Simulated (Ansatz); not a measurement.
Cartesian coordinates in Å:
```
O -2.198 2.192 -1.655
C -1.970 1.733 -0.567
Si -0.208 1.196 0.002
Si -0.050 -1.140 -0.129
Al 2.167 -1.826 0.646
H -2.810 1.570 0.151
H 0.801 1.869 -0.857
H -0.033 1.621 1.420
H -1.151 -1.678 0.723
H -0.332 -1.515 -1.544
H 3.366 -1.958 -0.386
H 2.417 -2.064 2.195
```

Charge 0, multiplicity 1.

List the r2SCAN/def2-TZVPP orbital energies in eV (the Gaussian-basis code of Ansatz). (Estimate.)

The calculation gave: Occupied: -1791.21, -1790.92, -1517.50, -516.21, -275.56, -141.72, -141.44, -111.01, -96.57, -96.56, -96.56, -96.31, -96.29, -96.27, -71.38, -71.12, -71.09, -27.96, -16.30, -14.31, -12.98, -11.68, -10.67, -10.46, -10.33, -9.47, -8.81, -7.93, -7.85, -7.09, -5.82. Lowest empty: -3.00, -2.39, -0.80, -0.38, 0.06, 0.20, 0.42, 0.60.
